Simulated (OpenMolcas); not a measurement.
A calculation on neutral copper.

```yaml
Program: OpenMolcas 26.06
Method: CASSCF
Basis: ANO-RCC-VQZP [7s6p4d3f2g1h]
Scalar_Hamiltonian: DKH2, point nucleus
Active_space: 11 electrons in 11 orbitals (3d 4s 4d)
State_averaging: 2S+1 = 2 even, 6 roots
Spin-orbit_coupling: state interaction with AMFI integrals over the reference wave functions, term energies averaged over their components
```

(1) Which level of the active space comes out lowest?

(2) How high does 3d⁹ 4s² ²D_5/2 lie?

(3) How high does 3d⁹ 4s² ²D_3/2 lie?

Measured values: NIST Handbook of Basic Atomic Spectroscopic Data.

Results:

(1) 3d¹⁰ 4s ²S_1/2, with 100 % of that term; it is also the measured ground level.

(2) 5649 cm⁻¹ above the lowest level; measured 11203 cm⁻¹ above the ground level, so the calculation is off by -50 %.

(3) 7720 cm⁻¹ above the lowest level; measured 13245 cm⁻¹ above the ground level, so the calculation is off by -42 %.

Without dynamic correlation excited terms often stand tens of per cent too high (terms of higher spin than the ground term too low), and those without a measured partner can miss by more than the paired ones. Active for correlation alone: 4d; no level in the range computed is led by a configuration that fills it, so any true level of that kind is missing. Computed and measured levels are paired by configuration, term and J; levels that our copy of the source lacks, or whose pairing is in doubt (as where it misses far off the trend of its configuration), stay unpaired and out of the deviations. Only configurations of the active space appear.
